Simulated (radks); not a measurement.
All-electron atom: Ti4+ in [Ne] 3s1 3p6 4p1 (not the ground configuration).

Method: non-relativistic Kohn-Sham, PBE, spin-polarised, spherical densities, point nucleus; open shells are filled with parallel spins first; computed with a radial shooting solver on a logarithmic mesh with Libxc functionals.

Energy parts (eV):
total: -22929.000
kinetic: 22911.329
electron-nucleus: -53166.945
Hartree: 8405.299
exchange-correlation: -1078.684

Orbitals (lengths in bohr, moments of r in powers of bohr):
[
 {"orbital": "1s up", "occ.": "1", "eigenvalue (eV)": "-4905.889", "<r>": "0.07017"},
 {"orbital": "1s down", "occ.": "1", "eigenvalue (eV)": "-4905.336", "<r>": "0.07017"},
 {"orbital": "2s up", "occ.": "1", "eigenvalue (eV)": "-600.6922", "<r>": "0.3273"},
 {"orbital": "2s down", "occ.": "1", "eigenvalue (eV)": "-600.1778", "<r>": "0.3272"},
 {"orbital": "2p up", "occ.": "3", "eigenvalue (eV)": "-513.2269", "<r>": "0.2906"},
 {"orbital": "2p down", "occ.": "3", "eigenvalue (eV)": "-512.6750", "<r>": "0.2905"},
 {"orbital": "3s up", "occ.": "1", "eigenvalue (eV)": "-123.8651", "<r>": "0.9620"},
 {"orbital": "3s down", "occ.": "0", "eigenvalue (eV)": "-121.7708", "<r>": "0.9644"},
 {"orbital": "3p up", "occ.": "3", "eigenvalue (eV)": "-99.7952", "<r>": "1.000"},
 {"orbital": "3p down", "occ.": "3", "eigenvalue (eV)": "-97.7884", "<r>": "1.003"},
 {"orbital": "3d up", "occ.": "0", "eigenvalue (eV)": "-62.3634", "<r>": "1.073"},
 {"orbital": "3d down", "occ.": "0", "eigenvalue (eV)": "-60.5586", "<r>": "1.076"},
 {"orbital": "4s up", "occ.": "0", "eigenvalue (eV)": "-41.7188", "<r>": "2.319"},
 {"orbital": "4s down", "occ.": "0", "eigenvalue (eV)": "-39.8526", "<r>": "2.290"},
 {"orbital": "4p up", "occ.": "1", "eigenvalue (eV)": "-35.1291", "<r>": "2.526"}
]

The highest occupied level is 4p up at -35.129 eV. The configuration is held as typed, so some empty levels lie below it. The density falls to 0.001 e/bohr^3 at r = 3.65 bohr.
